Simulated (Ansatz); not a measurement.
Ansatz (a quantum-chemistry and plane-wave program) job for CuF, SMILES [F][Cu], multiplicity 1, PBE0-D3(BJ)/def2-TZVPD. 

Ansatz 0.2 input:
```yaml
crystal:
  periodic: [false, false, false]
  atoms:
    - {symbol: Cu, position_ang: [0.00000000, 0.00000000, -0.40626820]}
    - {symbol: F, position_ang: [0.00000000, 0.00000000, 1.30908643]}
basis:
  gaussian:
    orbitals: def2-TZVPD
hamiltonian:
  xc: pbe0
  dispersion: d3bj
relax: {f_tol: 0.002, max_steps: 200}
```

It prints:

```
Functional definition: PBE0
integrals: 0.02 GiB planned
745 factors; their error is unknown
mean field: 0.23 GiB planned
mean field evaluation 1: about -47343.8120 eV, gradient 7.2e1 eV
mean field evaluation 2: about -47220.4396 eV, gradient 3.6e2 eV
mean field evaluation 4: about -47348.7694 eV, gradient 2.6e1 eV
mean field evaluation 8: about -47349.4598 eV, gradient 7.0e-2 eV
mean field evaluation 16: about -47349.5825 eV, gradient 3.5e-5 eV
mean field -47349.58251082 eV, -1740.0650625727 hartree, gradient 3.5e-5 eV, S^2 0.000000; 0 other end points of the search recorded, 0 dependent functions left out
the calculation of the forces begins
reference -47349.58253972 eV, -1740.0650636349 hartree; 19, 19 occupied and 69, 69 virtual orbitals, 745 factors
relax step   1: F+E_penalty+E_count = -47349.59147915 eV  Δ(F+E_penalty+E_count) = +0.000e0 eV  max|allowed force component| = 1.074e0 eV/Å  Δτ_max = 0.0000 Å  (29 SCF iters, accepted)
these checks for a lower state are left out or cut short: starts, cluster_reference, orbital_swaps, neighbouring_geometries, increment
integrals: 0.02 GiB planned
745 factors; their error is unknown
mean field: 0.23 GiB planned
mean field -47349.59809143 eV, -1740.0656351497 hartree, gradient 2.6e-5 eV, S^2 0.000000; 0 other end points of the search recorded, 0 dependent functions left out
the calculation of the forces begins
reference -47349.59812030 eV, -1740.0656362106 hartree; 19, 19 occupied and 69, 69 virtual orbitals, 745 factors
relax step   2: F+E_penalty+E_count = -47349.60705860 eV  Δ(F+E_penalty+E_count) = -1.558e-2 eV  max|allowed force component| = 6.384e-1 eV/Å  Δτ_max = 0.0091 Å  (34 SCF iters, accepted)
these checks for a lower state are left out or cut short: starts, cluster_reference, orbital_swaps, neighbouring_geometries, increment
integrals: 0.02 GiB planned
745 factors; their error is unknown
mean field: 0.23 GiB planned
mean field evaluation 32: about -47349.6075 eV, gradient 2.2e-5 eV
mean field -47349.60754298 eV, -1740.0659824879 hartree, gradient 2.2e-5 eV, S^2 0.000000; 0 other end points of the search recorded, 0 dependent functions left out
the calculation of the forces begins
reference -47349.60757183 eV, -1740.0659835479 hartree; 19, 19 occupied and 69, 69 virtual orbitals, 745 factors
relax step   3: F+E_penalty+E_count = -47349.61650882 eV  Δ(F+E_penalty+E_count) = -9.450e-3 eV  max|allowed force component| = 5.880e-2 eV/Å  Δτ_max = 0.0139 Å  (34 SCF iters, accepted)
these checks for a lower state are left out or cut short: starts, cluster_reference, orbital_swaps, neighbouring_geometries, increment
integrals: 0.02 GiB planned
745 factors; their error is unknown
mean field: 0.23 GiB planned
mean field -47349.60763312 eV, -1740.0659858004 hartree, gradient 1.2e-5 eV, S^2 0.000000; 0 other end points of the search recorded, 0 dependent functions left out
the calculation of the forces begins
reference -47349.60766196 eV, -1740.0659868603 hartree; 19, 19 occupied and 69, 69 virtual orbitals, 745 factors
relax step   4: F+E_penalty+E_count = -47349.61659885 eV  Δ(F+E_penalty+E_count) = -9.003e-5 eV  max|allowed force component| = 2.120e-3 eV/Å  Δτ_max = 0.0015 Å  (35 SCF iters, accepted)
these checks for a lower state are left out or cut short: starts, cluster_reference, orbital_swaps, neighbouring_geometries, increment
integrals: 0.02 GiB planned
745 factors; their error is unknown
mean field: 0.23 GiB planned
mean field -47349.60763323 eV, -1740.0659858043 hartree, gradient 1.1e-5 eV, S^2 0.000000; 0 other end points of the search recorded, 0 dependent functions left out
the calculation of the forces begins
reference -47349.60766207 eV, -1740.0659868642 hartree; 19, 19 occupied and 69, 69 virtual orbitals, 745 factors
relax step   5: F+E_penalty+E_count = -47349.61659896 eV  Δ(F+E_penalty+E_count) = -1.026e-7 eV  max|allowed force component| = 7.813e-4 eV/Å  Δτ_max = 0.0001 Å  (22 SCF iters, accepted)
integrals: 0.02 GiB planned
745 factors; their error is unknown
mean field: 0.23 GiB planned
mean field -47349.60763323 eV, -1740.0659858043 hartree, gradient 1.3e-5 eV, S^2 0.000000; 1 other end points of the search recorded, 0 dependent functions left out
the calculation of the forces begins
reference -47349.60766207 eV, -1740.0659868642 hartree; 19, 19 occupied and 69, 69 virtual orbitals, 745 factors
Total energy: -47349.61662780 eV, -1740.0663163487 hartree
Atom 0 at     0.000000    -0.000000    -0.430826 Å, force    -0.000000     0.000000     0.000781 eV/Å
Atom 1 at    -0.000000     0.000000     1.333644 Å, force     0.000000     0.000000    -0.000781 eV/Å
Dipole moment:    -0.000000    -0.000000    -1.106570 e Å
```

The calculation finished and met its thresholds.
